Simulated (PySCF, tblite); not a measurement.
**Question.** Give a GFN2-xTB geometry of `C(C#C)P(C(=O)OC)CP`.

**Answer.** 
```
atom  x, y, z in Å
C1    -0.837   -2.463    0.699
C2    -0.817   -1.848   -0.329
C3    -0.781   -1.054   -1.531
P4    -0.412    0.752   -1.177
C5    -1.709    1.105    0.099
P6    -1.210    2.722    0.891
C7     0.930    0.416    0.056
O8     0.917    0.718    1.217
O9     1.926   -0.196   -0.575
C10    3.063   -0.549    0.205
H11   -0.856   -3.025    1.585
H12   -0.004   -1.420   -2.208
H13   -1.745   -1.094   -2.050
H14   -1.712    0.314    0.856
H15   -2.692    1.180   -0.371
H16   -1.705    3.507   -0.154
H17   -2.400    2.865    1.607
H18    2.800   -1.341    0.909
H19    3.421    0.319    0.762
H20    3.819   -0.897   -0.495
```

Orientation and origin are arbitrary. Atoms count from 1 in this order. The C–O distances run from 1.200 Å (C7=O8, drawn double) to 1.424 Å (O9–C10, drawn single), a spread of 0.224 Å. P6 (phosphine phosphorus) is pyramidal (angles 94.5°, 94.3° and 91.4°, sum 280.2°, 0.82 Å off the plane of its three neighbours). P4 (phosphine phosphorus) is pyramidal (angles 100.1°, 95.4° and 94.8°, sum 290.2°, 0.94 Å off the plane of its three neighbours). O9 (oxygen singly bound to a carbonyl carbon) is bent (angle 116.9°).

Bonds between heavy atoms (Å): C1≡C2 1.198, C2–C3 1.441, C3–P4 1.878, P4–C5 1.854, C5–P6 1.868, P4–C7 1.853, C7=O8 1.200, C7–O9 1.328, O9–C10 1.424.

Structure optimised with GFN2-xTB, isolated species.

Point group: C1 (no symmetry element, even within 0.4 Å). Its GFN2-xTB frequencies are all real (lowest 43 cm⁻¹). One conformer, not necessarily the lowest (C2–C3–P4–C5 -53°, C3–P4–C5–P6 166°, P4–C5–P6–H 79° and 171°, C3–P4–C7–O8 -117°, P4–C7–O9–C10 180°). 3 starts were optimised and ended at 0.00, 0.64 and 1.54 kcal/mol (GFN2-xTB); the lowest of these is shown.

The numbers are calculated, not measured.
